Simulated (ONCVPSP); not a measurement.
## Configuration tests for fluorine (ONCV)

ONCVPSP 4.0.1 input, shortened (lines: element, Z, core and valence counts, functional; n l f; lmax; l rc ep ncon nbas qcut; lloc lpopt rc5 dvloc0; l nproj debl; icmod fcfact rcfact), PBEsol, non-relativistic:

```
  F 9.00    1    2  -116133      upf
    1    0    2.00
    2    0    2.00
    2    1    3.00
    1
    0    0.55    0.00    3    8    9.10
    1    1.15    0.00    4    8   14.30
    4    5    0.50    2.00
    0    2    2.30
    1    2    0.80
    3    3.75    1.65
```

In the s channel the program set the typed energies aside and used -2.486, 0.250 Ha. In the p channel the program set the typed energies aside and used -1.796, 0.250 Ha.

Energies are relative to the spin-unpolarised reference configuration 2s2 2p3; without spin polarisation the order of configurations can differ from experiment.

| valence configuration | charge | ΔE all-electron (eV) | error AE − PS (meV) |
| --- | --- | --- | --- |
| 2s2 2p4 | +1 | -38.288 | +21 |
| 2s2 2p2 | +3 | 60.494 | +50 |

**Question.** What are ΔE and the potential's error for 2s2 2p5?

**Answer.** ΔE = -57.616 eV all-electron; the error (AE − PS) is +50 meV.

**Question.** What are ΔE and the potential's error for 2s1 2p5?

**Answer.** ΔE = -19.396 eV all-electron; the error (AE − PS) is +67 meV.
